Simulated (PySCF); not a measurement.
Species: C2HBF4S.
Atom-mapped SMILES: `[F:1][BH:2][S:3][C:4]([F:5])=[C:6]([F:7])[F:8]` (hydrogens: H9 on B2)

Jobs on this species (9 atoms, 70 electrons) with PySCF (density fitting). Hardware of each: one thread, Intel Xeon 6975P-C (x86_64), shared host. Times come from a shared host and carry two figures at best. Peak memory is the resident size of the whole Python process, interpreter and libraries included.

| level and settings | work | basis functions | SCF cycles | wall time | peak memory |
| --- | --- | --- | --- | --- | --- |
| LDA/def2-SVPD | 10 singlets by full TDDFT, 4 Tamm–Dancoff triplets, polarisability, ΔSCF ions | 187 | ? | ? | ? |
| BHandHLYP/def2-SVPD | 10 singlets by full TDDFT, 4 Tamm–Dancoff triplets, polarisability, ΔSCF ions | 187 | ? | ? | ? |
| PBE0/def2-SVPD | 10 singlets by full TDDFT, 4 Tamm–Dancoff triplets, polarisability, ΔSCF ions | 187 | ? | ? | ? |
| B3LYP/pcSseg-1 | shieldings | 148 | 13 | 9.1 s | 0.84 GiB |
| PBE0/cc-pVTZ | shieldings, charges and field gradients | 258 | 14 | 25 s | 1.0 GiB |
| HF/def2-SVPD | 10 singlets by TDHF, 4 Tamm–Dancoff triplets, polarisability, ΔSCF ions | 187 | 11 | 22 s | 0.74 GiB |
| mPW1PW91/pcSseg-1 | shieldings | 148 | 13 | 9.4 s | 0.84 GiB |
| PBE0-D3(BJ)/def2-SVP, grid level 1 | geometry optimisation from a GFN2-xTB start shaken at random | 121 | 67 | 38 s | 0.53 GiB |
| PBE0/STO-3G | shieldings, charges and field gradients | 45 | 12 | 2.5 s | 0.46 GiB |

Fill in the missing figures.

- LDA/def2-SVPD; 10 singlets by full TDDFT, 4 Tamm–Dancoff triplets, polarisability, ΔSCF ions: 52 s, 0.62 GiB, 15 SCF cycles
- BHandHLYP/def2-SVPD; 10 singlets by full TDDFT, 4 Tamm–Dancoff triplets, polarisability, ΔSCF ions: 62 s, 0.84 GiB, 13 SCF cycles
- PBE0/def2-SVPD; 10 singlets by full TDDFT, 4 Tamm–Dancoff triplets, polarisability, ΔSCF ions: 83 s, 0.85 GiB, 14 SCF cycles

What do all jobs in the table cost together?

About 5.0 min; the longest takes about 27 % of that, and about 33 times as long as the shortest.
